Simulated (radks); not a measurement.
Problem. Excited configurations of Be III: one electron is placed in a higher orbital outside 1s1. The ground configuration is [He]. All-electron calculation, non-relativistic Kohn-Sham, PBE, spin-polarised, spherical densities, point nucleus; open shells are filled with parallel spins first. Program: a radial shooting solver on a logarithmic mesh with Libxc functionals. Excitation = E - E(ground); binding = E(ion) - E, where the ion is the core of charge +3; n* = 3/sqrt(2 binding) in atomic units, and the quantum defect is n - n*.

| outer orbital | excitation (eV) | binding (eV) | n* | quantum defect | eigenvalue (eV) | <r> (bohr) |
|---|---|---|---|---|---|---|
| 3d | 139.61 | 13.826 | 2.976 | 0.024 | -11.307 | 3.455 |
| 4d | 145.39 | 8.054 | 3.899 | 0.101 | -6.839 | 6.773 |
| 4f | 145.60 | 7.844 | 3.951 | 0.049 | -6.417 | 5.899 |
| 6s | 149.57 | 3.874 | 5.622 | 0.378 | -3.415 | 16.39 |
| 7s | 150.59 | 2.850 | 6.555 | 0.445 | -2.525 | 22.40 |
| 7p | 150.64 | 2.797 | 6.617 | 0.383 | -2.473 | 22.51 |
| 7d | 150.70 | 2.742 | 6.683 | 0.317 | -2.414 | 22.30 |

Estimate the row for 5d.

Solution. excitation (eV) 148.19; binding (eV) 5.254; n* 4.828; quantum defect 0.172; eigenvalue (eV) -4.537; <r> (bohr) 11.02. The Delta-SCF ionisation energy is 153.44 eV (NIST Atomic Spectra Database: 153.90 eV, theoretical). Self-interaction in the functional shifts the binding energies and quantum defects, so they are the method's values and not measured ones.
